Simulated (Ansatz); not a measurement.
`[F][Ge]([F])([SiH3])[Cl]`, charge 0, multiplicity 1.

Task: Give a relaxed structure at PBE0-D4/def2-TZVP (Ansatz 0.2.0). (Best estimate.)

Result: Ansatz gave: 
Cartesian coordinates in Å:
```
F 0.368 0.143 -2.334
Ge 0.264 -0.660 -0.811
F 1.819 -1.382 -0.620
Si -0.261 0.837 0.966
Cl -1.109 -2.266 -1.079
H -1.590 1.415 0.664
H 0.794 1.877 1.003
H -0.285 0.036 2.211
```
Point group Cs.
